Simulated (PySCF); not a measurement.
PySCF input (BP86/6-31G* (5d)):

```python
from pyscf import gto, dft

mol = gto.M(
    atom='''
    C     0.05865618   -0.88037539    0.07896597
    C    -1.20765746   -0.54490941    0.10147258
    F    -1.80648215    0.60630057    0.02029001
    Cl    1.33991758    0.29425739   -0.08387619
    H     0.37374817   -1.90737191    0.16065381
    ''',
    basis='6-31g*',
    charge=0,
    spin=1,
    verbose=4,
)

mf = dft.UKS(mol, xc='bp86')
mf.grids.level = 3
mf.conv_tol = 1e-9
mf.max_cycle = 100
mf.max_memory = 1500
mf.kernel()
if not mf.converged:
    mf = mf.newton()
    mf.kernel(mf.make_rdm1())
mo, _, stable, _ = mf.stability(return_status=True)
if not stable:
    mf.kernel(mf.make_rdm1(mo, mf.mo_occ))
    stable = mf.stability(return_status=True)[2]
mf.dip_moment()
```

Output:

```
PySCF version 2.14.0

[INPUT] verbose = 4
[INPUT] num. atoms = 5
[INPUT] num. electrons = 39
[INPUT] charge = 0
[INPUT] spin (= nelec alpha-beta = 2S) = 1
[INPUT] symmetry False subgroup None
[INPUT] Mole.unit = angstrom
[INPUT] Symbol           X                Y                Z      unit          X                Y                Z       unit  Magmom
[INPUT]  1 C      0.058656180000  -0.880375390000   0.078965970000 AA    0.110844115713  -1.663668373907   0.149224056461 Bohr   0.0
[INPUT]  2 C     -1.207657460000  -0.544909410000   0.101472580000 AA   -2.282141851688  -1.029729547598   0.191755385353 Bohr   0.0
[INPUT]  3 F     -1.806482150000   0.606300570000   0.020290010000 AA   -3.413756512415   1.145742026468   0.038342561965 Bohr   0.0
[INPUT]  4 Cl     1.339917580000   0.294257390000  -0.083876190000 AA    2.532077255690   0.556065877229  -0.158503027472 Bohr   0.0
[INPUT]  5 H      0.373748170000  -1.907371910000   0.160653810000 AA    0.706281680857  -3.604410527589   0.303591701768 Bohr   0.0

nuclear repulsion = 134.70112069464
number of shells = 28
number of NR pGTOs = 136
number of NR cGTOs = 62
basis = 6-31g*
ecp = {}

******** <class 'pyscf.dft.uks.UKS'> ********
method = UKS
initial guess = minao
damping factor = 0
level_shift factor = 0
DIIS = <class 'pyscf.scf.diis.CDIIS'>
diis_start_cycle = 1
diis_space = 8
diis_damp = 0
SCF conv_tol = 1e-09
SCF conv_tol_grad = None
SCF max_cycles = 100
direct_scf = True
direct_scf_tol = 1e-13
number electrons alpha = 20  beta = 19
XC library pyscf.dft.libxc version 7.1.2
    S. Lehtola, C. Steigemann, M. J. T. Oliveira, and M. A. L. Marques,  SoftwareX 7, 1–5 (2018)
XC functionals = bp86
    A. D. Becke,  Phys. Rev. A 38, 3098 (1988)
    J. P. Perdew,  Phys. Rev. B 33, 8822 (1986)
    J. P. Perdew,  Phys. Rev. B 34, 7406–7406 (1986)
radial grids:
    Treutler-Ahlrichs [JCP 102, 346 (1995); DOI:10.1063/1.469408] (M4) radial grids

becke partition: Becke, JCP 88, 2547 (1988); DOI:10.1063/1.454033
pruning grids: <function nwchem_prune>
grids dens level: 3
symmetrized grids: False
atomic radii adjust function: <function treutler_atomic_radii_adjust>
small_rho_cutoff = 0
Set gradient conv threshold to 3.16228e-05
tot grids = 71192
init E= -637.22186394509
  alpha nocc = 20  HOMO = -0.221020279987014  LUMO = -0.043158761492184
  beta  nocc = 19  HOMO = -0.270946420901649  LUMO = -0.221020279987012

WARN: HOMO -0.221020279987014 >= LUMO -0.221020279987012

cycle= 1 E= -636.710180267182  delta_E= 0.512  |g|= 0.295  |ddm|= 1.83
  alpha nocc = 20  HOMO = -0.212252524581131  LUMO = -0.00703892537440165
  beta  nocc = 19  HOMO = -0.203324894886387  LUMO = -0.177053568256005
  HOMO = -0.203324894886  LUMO = -0.177053568256  gap/eV = 0.71488
cycle= 2 E= -636.602799557059  delta_E= 0.107  |g|= 0.57  |ddm|= 0.723
  alpha nocc = 20  HOMO = -0.216348914416753  LUMO = 0.000236348834486755
  beta  nocc = 19  HOMO = -0.214799140166322  LUMO = -0.143956071332318
  HOMO = -0.214799140166  LUMO = -0.143956071332  gap/eV = 1.92774
cycle= 3 E= -636.743424355313  delta_E= -0.141  |g|= 0.0934  |ddm|= 0.522
  alpha nocc = 20  HOMO = -0.233475759488205  LUMO = -0.0132043202772576
  beta  nocc = 19  HOMO = -0.225789022263255  LUMO = -0.161605301120287
  HOMO = -0.225789022263  LUMO = -0.16160530112  gap/eV = 1.74653
cycle= 4 E= -636.747777406163  delta_E= -0.00435  |g|= 0.0384  |ddm|= 0.13
  alpha nocc = 20  HOMO = -0.233927510698771  LUMO = -0.0127143221028319
  beta  nocc = 19  HOMO = -0.226686323043964  LUMO = -0.157436378493697
  HOMO = -0.226686323044  LUMO = -0.157436378494  gap/eV = 1.88439
cycle= 5 E= -636.748339792986  delta_E= -0.000562  |g|= 0.0183  |ddm|= 0.0541
  alpha nocc = 20  HOMO = -0.232040708271728  LUMO = -0.010467967555249
  beta  nocc = 19  HOMO = -0.224574055682045  LUMO = -0.154927870511274
  HOMO = -0.224574055682  LUMO = -0.154927870511  gap/eV = 1.89517
cycle= 6 E= -636.748505410159  delta_E= -0.000166  |g|= 0.00387  |ddm|= 0.0189
  alpha nocc = 20  HOMO = -0.232519598096608  LUMO = -0.0111042155670775
  beta  nocc = 19  HOMO = -0.225038717847617  LUMO = -0.155174114266877
  HOMO = -0.225038717848  LUMO = -0.155174114267  gap/eV = 1.90111
cycle= 7 E= -636.74851463602  delta_E= -9.23e-06  |g|= 0.0017  |ddm|= 0.00656
  alpha nocc = 20  HOMO = -0.2325279337883  LUMO = -0.0108503553646937
  beta  nocc = 19  HOMO = -0.225032945292448  LUMO = -0.154891556639963
  HOMO = -0.225032945292  LUMO = -0.15489155664  gap/eV = 1.90864
cycle= 8 E= -636.748517186431  delta_E= -2.55e-06  |g|= 0.000756  |ddm|= 0.00383
  alpha nocc = 20  HOMO = -0.232486116237189  LUMO = -0.0107874110498849
  beta  nocc = 19  HOMO = -0.224981006159632  LUMO = -0.154806086903843
  HOMO = -0.22498100616  LUMO = -0.154806086904  gap/eV = 1.90956
cycle= 9 E= -636.748517998354  delta_E= -8.12e-07  |g|= 0.000222  |ddm|= 0.00222
  alpha nocc = 20  HOMO = -0.232503346461764  LUMO = -0.010774938185782
  beta  nocc = 19  HOMO = -0.224997412846573  LUMO = -0.154802565176575
  HOMO = -0.224997412847  LUMO = -0.154802565177  gap/eV = 1.91010
cycle= 10 E= -636.748518016876  delta_E= -1.85e-08  |g|= 8.15e-05  |ddm|= 0.000546
  alpha nocc = 20  HOMO = -0.232500414616543  LUMO = -0.0107687485997769
  beta  nocc = 19  HOMO = -0.224995187996559  LUMO = -0.154803371658905
  HOMO = -0.224995187997  LUMO = -0.154803371659  gap/eV = 1.91002
cycle= 11 E= -636.748518058843  delta_E= -4.2e-08  |g|= 1.16e-05  |ddm|= 0.000193
  alpha nocc = 20  HOMO = -0.232501436152258  LUMO = -0.0107701844122663
  beta  nocc = 19  HOMO = -0.224996300200833  LUMO = -0.154805715568505
  HOMO = -0.224996300201  LUMO = -0.154805715569  gap/eV = 1.90998
cycle= 12 E= -636.748518058908  delta_E= -6.57e-11  |g|= 7.41e-06  |ddm|= 2.72e-05
  alpha nocc = 20  HOMO = -0.232500651782557  LUMO = -0.0107698213858516
  beta  nocc = 19  HOMO = -0.22499539983275  LUMO = -0.15480590297965
  HOMO = -0.224995399833  LUMO = -0.15480590298  gap/eV = 1.90995
Extra cycle  E= -636.748518058838  delta_E= 7e-11  |g|= 1.38e-05  |ddm|= 1.99e-05
converged SCF energy = -636.748518058838  <S^2> = 0.75711454  2S+1 = 2.0071019
uhf_internal: lowest eigs of H = [0.25211679 0.26584363 0.33657835]
<class 'pyscf.dft.uks.UKS'> wavefunction is stable in the internal stability analysis
Dipole moment(X, Y, Z, Debye): -0.53193, -0.95063,  0.11044
```

The geometry given is a B3LYP-D3(BJ)/def2-TZVP minimum.
